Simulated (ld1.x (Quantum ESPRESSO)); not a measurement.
**Which change was made? (Mo, ultrasoft)**

| Quantity | Value |
| --- | --- |
| Element | molybdenum |
| Generator | ld1.x (Quantum ESPRESSO) 7.5 |
| Type | ultrasoft |
| Functional | LDA (PZ) |
| Relativity | scalar-relativistic |
| Frozen core | [Ar] 3d10 |
| Valence charge | 14 |
| Reference configuration | 4s2 4p6 4d4 5s2 5p0 |
| Partial waves | 4s (bound): rcut 1.50, rcutus 1.90 bohr; 5s (bound): rcut 1.50, rcutus 1.90 bohr; 4p (bound): rcut 1.60, rcutus 1.80 bohr; 5p (bound, empty): rcut 1.60, rcutus 1.80 bohr; 4d (bound): rcut 1.65, rcutus 1.90 bohr; 4d channel at 1.5 Ry: rcut 1.65, rcutus 1.90 bohr |
| Local potential | all-electron potential smoothed inside 1.85 bohr (lloc = -2) |
| Core correction | none |
| Augmentation charge | PSQ, inside the norm-conserving radii |

Cutoffs, loose and tight: the cutoffs (Ry, on a coarse ladder) from which the occupation-weighted sum of valence levels, in a spherical-Bessel basis at the reference potential, stays within 10 and 1 mRy of its value at 400 Ry. They do not see the model core or the augmentation charge, which bear on the density cutoff. Test errors are all-electron minus pseudo excitation energies from the reference, over the configurations 4s2 4p6 4d5 5s1 5p0; 4s2 4p6 4d5 5s0 5p0; 4s2 4p6 4d4 5s0 5p0; 4s2 4p6 4d5 5s0 5p1; 4s2 4p6 4d6 5s0 5p0; 4s1 4p6 4d5 5s1 5p0; 4s2 4p6 4d5 5s0.5 5p0 (two spin-polarised tests are not counted in the largest error); variants that change the core or the reference have their own tests. The largest error is taken over the tests solved by every variant that gives reliable tests at all, those not shown here included: 4s2 4p6 4d4 5s0 5p0; 4s2 4p6 4d5 5s0 5p0; 4s2 4p6 4d5 5s0 5p1; 4s2 4p6 4d5 5s1 5p0; 4s2 4p6 4d6 5s0 5p0.

The base gives: outcome: generated; cutoff, loose: 30 Ry; cutoff, tight: 50 Ry; bound ghosts: none; largest test error (meV): -4.1.

Problem. After one change the result is: outcome: generated, overlap not positive; bound ghosts: not determined (overlap not positive); largest test error (meV): -4.0. Which change was it?
A. local potential all-electron potential smoothed inside 1.00 bohr (lloc = -2)
B. local potential all-electron potential smoothed inside 1.20 bohr (lloc = -2)
C. local potential all-electron potential smoothed inside 1.46 bohr (lloc = -2)

Solution. C. The others give: local potential all-electron potential smoothed inside 1.00 bohr (lloc = -2) → outcome: generated; cutoff, loose: 30 Ry; cutoff, tight: 50 Ry; bound ghosts: none; largest test error (meV): -3.8 | local potential all-electron potential smoothed inside 1.20 bohr (lloc = -2) → outcome: generated; cutoff, loose: 30 Ry; cutoff, tight: 50 Ry; bound ghosts: d; largest test error (meV): -5.6. A file whose overlap is not positive is unfit for use, and its test errors describe a broken file.
